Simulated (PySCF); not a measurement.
Removing an electron from `CC[AsH][SiH3]`

C₂H₉AsSi.
SMILES with atom numbers: `[CH3:1][CH2:2][AsH:3][SiH3:4]` (hydrogens: H5, H6, H7 on C1; H8, H9 on C2; H10 on As3; H11, H12, H13 on Si4)

Cartesian coordinates in Å at the PBE0-D3(BJ)/def2-SVP level; atoms count from 1:
```
atom  x, y, z in Å
C1    -1.7439    0.1335   -0.4527
C2    -1.0324   -0.8924    0.4128
As3    0.1598   -0.0342    1.7593
Si4    1.8278    0.6712    0.2332
H5    -1.0368    0.7025   -1.0779
H6    -2.4619   -0.3522   -1.1324
H7    -2.3037    0.8622    0.1551
H8    -1.7584   -1.4839    0.9925
H9    -0.4522   -1.5980   -0.2001
H10    0.9511   -1.2959    2.0981
H11    1.4347    1.9739   -0.3864
H12    2.0397   -0.3265   -0.8636
H13    3.1114    0.8706    0.9718
```

Level: CAM-B3LYP/def2-SVPD (PySCF). Frontier orbitals with their largest atomic shares (Löwdin; up to four atoms above 4 %):

| orbital | ε (eV) | main atoms |
| --- | --- | --- |
| HOMO−3 | -11.23 | Si4 32 %, H12 26 %, C2 8 %, H11 7 % |
| HOMO−2 | -10.45 | As3 28 %, H10 21 %, Si4 13 %, C2 10 % |
| HOMO−1 | -9.59 | As3 32 %, C2 22 %, Si4 20 %, H8 5 % |
| HOMO | -8.23 | ? |
| LUMO | 0.85 | As3 30 %, Si4 15 %, C2 12 %, H10 8 % |
| LUMO+1 | 0.96 | Si4 35 %, As3 22 %, H12 8 %, H13 8 % |
| LUMO+2 | 1.43 | Si4 30 %, As3 28 %, C2 11 %, H13 10 % |

Question: What vertical ionisation energy does ΔSCF give, and how far is −ε(HOMO) from it?

Answer: ΔSCF: 9.04 eV (872 kJ/mol; threshold wavelength 137 nm); ⟨S²⟩ of the doublet left behind is 0.754, against 0.75 for a pure doublet. −ε(HOMO) is 8.23 eV, 0.81 eV below it. In exact Kohn–Sham theory the two would be equal; CAM-B3LYP (range-separated hybrid) falls short of its own ΔSCF value by 9 %. Holes in the HOMO−1 and HOMO−2 were tried too where these lie within 1.2 eV of the HOMO; the lowest converged state counts.

Question: On which atoms does the HOMO lie?

Answer: As3 (arsenic bonded to C, Si and H) 61 %, Si4 (SiH3 silicon) 13 %, C2 (chain CH2 carbon) 11 %, H10 (hydrogen on arsenic) 5 %, so more than half of it is on one atom. The HOMO−1 lies 1.36 eV lower.

Question: With α = 88.6 au, estimate the like-pair dispersion coefficient by London's formula C6 = (3/4)α²I.

Answer: I = 0.3322 Eh, so C6 ≈ 1960 au, a rough estimate.

Question: What kinetic energy would electrons from this vertical process carry with He I light (21.218 eV)?

Answer: 21.22 − 9.04 = 12.18 eV.

Geometry: PBE0-D3(BJ)/def2-SVP, one conformer, isolated molecule. The calculation is non-relativistic, for arsenic too.

These values come from a run that also computed excited states and ΔSCF ions. Hardware: Arm Neoverse V1, one thread, no GPU, on a shared host. Cost: 46 s of wall time (with the writing of density and orbital grids), 0.97 GiB resident at most.
